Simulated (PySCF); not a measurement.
# Converging AsH in the basis (PBE0)

PySCF, UKS reference; triplet, unpaired electrons π ↑↑; De to As + H without counterpoise correction.

```
                     basis                           relativity  functions  Re (Å)  ωe (cm⁻¹)  De (eV)  μ (D)
aug-cc-pVDZ-PP/aug-cc-pVDZ  scalar-relativistic core potentials         41   1.539       2156     2.83   0.11
        cc-pVTZ-PP/cc-pVTZ  scalar-relativistic core potentials         53   1.532       2157     2.86   0.14
                def2-TZVPP                        no relativity         62   1.531       2172     2.90   0.22
               def2-TZVPPD                        no relativity         71   1.531       2174     2.91   0.21
```

Problem. How does each smaller set differ from the one with most functions, def2-TZVPPD?

Solution. aug-cc-pVDZ-PP/aug-cc-pVDZ: +0.8 pm, -0.8 % in ωe, -0.08 eV in De; cc-pVTZ-PP/cc-pVTZ: +0.1 pm, -0.8 % in ωe, -0.05 eV in De; def2-TZVPP: +0.0 pm, -0.1 % in ωe, -0.01 eV in De. All at PBE0; the set with most functions is neither the basis-set limit nor always the best. The rows treat relativity differently, so the differences are not basis effects alone.

A positive dipole means As(−)H(+). Spin–orbit coupling is left out. The state was picked by a PBE0 search and need not be the measured ground state.
